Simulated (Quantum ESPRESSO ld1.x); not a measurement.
All-electron atom: Tc+ in [Kr] 4d5 5s1. Method: Dirac Kohn-Sham, PBEsol, spin-unpolarised, spherical densities, point nucleus; open shells fill j = l - 1/2 first; computed with ld1.x of Quantum ESPRESSO 7.5.

Normalised radial functions P(r) = r R(r) (large component), r in bohr:

r,4p3/2,5p3/2
0.003783,0.0050,0.0014
0.005086,0.0087,0.0025
0.006838,0.0151,0.0042
0.009194,0.0257,0.0072
0.01236,0.0430,0.0121
0.01662,0.0704,0.0198
0.02234,0.1115,0.0314
0.0298,0.1670,0.0470
0.04007,0.2382,0.0670
0.05387,0.3110,0.0874
0.07243,0.3555,0.0998
0.09737,0.3229,0.0903
0.1309,0.1644,0.0452
0.176,-0.1212,-0.0355
0.2348,-0.4221,-0.1195
0.3156,-0.5527,-0.1527
0.4243,-0.3209,-0.0802
0.5705,0.2370,0.0824
0.7671,0.8127,0.2300
1.031,1.0463,0.2320
1.387,0.8506,0.0438
1.849,0.4790,-0.2382
2.486,0.1790,-0.4852
3.343,0.0419,-0.5706
4.494,0.0054,-0.4653
6.042,0.0003,-0.2656
8.124,0.0000,-0.0973
10.92,0.0000,-0.0205

4p3/2: eigenvalue -51.830 eV, 2 radial nodes at r = 0.157, 0.509 bohr, <r> = 1.18 bohr, 90 % of the charge inside 1.75 bohr. 5p3/2 (empty): eigenvalue -6.750 eV, 3 radial nodes at r = 0.156, 0.497, 1.45 bohr, <r> = 3.85 bohr, 90 % of the charge inside 5.72 bohr.
